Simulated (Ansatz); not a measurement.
Ag₂H₃⁻, relaxed as a singlet with RKS r2SCAN-D4/def2-TZVPD in Ansatz, starting from the GFN1-xTB geometry. Force threshold 0.02 eV/Å.

In the def2 sets Ag takes a core potential; there is no spin–orbit coupling. The restricted singlet is unstable towards broken spin symmetry in Hartree–Fock (as tested in another run); at r2SCAN-D4/def2-TZVPD this wasn't settled. Another isomer (singlet) lies 1.90 eV lower at PBE0-D4/def2-TZVPD; other spin states weren't run for this one.

Start:

Cartesian coordinates in Å:
```
Ag 1.539 -1.343 1.106
Ag -0.152 0.134 -0.109
H -0.520 -1.130 -0.940
H 0.335 1.295 0.807
H -1.202 1.044 -0.863
```

Problem. Estimate the energy that the relaxation releases and the steps that it takes.

Solution. 3.3 kcal/mol, in 3 steps; 7 s on 4 threads of Arm Neoverse V1 on a shared host. No frequencies were taken in this run, so the end may be a saddle point.

Problem. Does the start keep its bonding and symmetry?

Solution. By distances, no bond broke or formed. The bond that changes most is Ag2–H3, from 1.56 to 1.65 Å (atoms count from 1). Point group C2v at the start, C2v at the end, both within 0.05 Å.

Problem. Predict the relaxed structure.

Solution. 
| atom | x (Å) | y (Å) | z (Å) |
| --- | --- | --- | --- |
| Ag1 | 1.579 | -1.377 | 1.134 |
| Ag2 | -0.139 | 0.122 | -0.099 |
| H3 | -0.564 | -1.186 | -1.004 |
| H4 | 0.341 | 1.382 | 0.845 |
| H5 | -1.218 | 1.059 | -0.875 |
Bond lengths (bridged metal pairs left out): 1 × Ag–Ag 2.59 Å; 3 × Ag–H 1.63 to 1.65 Å.
